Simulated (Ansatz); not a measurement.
# Four-centre ligand exchange

Start structure (BHBrClF2, closed shell), relaxed at PBE0-D4/def2-TZVP:

```
atom    x (Å)    y (Å)    z (Å)
  B1  -0.7503  -0.7318  -0.3377
 Br2  -1.3680   0.8967  -1.1255
  F3  -1.1806  -1.0923   0.8433
  F4   0.0532  -1.5185  -1.0050
  H5   1.4213   1.7774   0.5639
 Cl6   1.8243   0.6686   1.0610
```

The step: BBrF₂ ([F][B]([F])[Br]) + HCl → BClF₂ ([F][B]([F])[Cl]) + HBr; bonds formed: B1–Cl6, Br2–H5; bonds broken: B1–Br2, H5–Cl6. Computed with Ansatz 0.2.0 (basis: def2-TZVPP and def2-QZVPP); correlated methods freeze the cores. Filled d shells of the heavier atoms are correlated. The def2 sets are not built for correlating such inner shells, so the correlated values are less sure here. Extrapolation: Hartree–Fock as exp(−7.88 √X), correlation as X^−2.97. Energies below are by CCSD(T) at an estimated basis limit (MP2 extrapolated from triple and quadruple zeta, plus CCSD(T) − MP2 in triple zeta).

**Question.** What are the electronic barrier and the energy of the step, from the start structure to the end structure? (Judge from chemistry; the value comes from the calculation.)

**Answer.** The calculation gives: Barrier 1.012 eV; step energy -0.107 eV (downhill); reverse barrier, their difference, 1.119 eV. Barrier and step energy count from the start structure, the reverse barrier from the end structure.

The saddle point: One imaginary mode of 711i cm⁻¹.
| pair | start (Å) | saddle (Å) | end (Å) |
| --- | --- | --- | --- |
| B1–Cl6 | 3.25 | 2.00 | 1.75 |
| Br2–H5 | 3.38 | 1.70 | 1.42 |
| B1–Br2 | 1.91 | 2.20 | 3.39 |
| H5–Cl6 | 1.28 | 1.55 | 3.51 |

Zero-point energy (harmonic, PBE0-D4): ZPE is 0.489 eV at the start and 0.434 eV at the saddle, so the barrier goes from 1.012 to 0.957 eV.

The T1 diagnostic stays at or below 0.011.

Labels in which every atom is bracketed show which atoms are joined, not bond orders.

For scale, one of the runs: CCSD(T)/def2-TZVPP, 197 basis functions, launched by `ansatz run in.yaml --threads 4 --pin off --events-out ev --progress --plain --max-ram 9574MiB`. The run took 2.3 min on 4 CPU threads of an Intel Xeon (shared host), with 2.6 GiB of host memory at its peak.
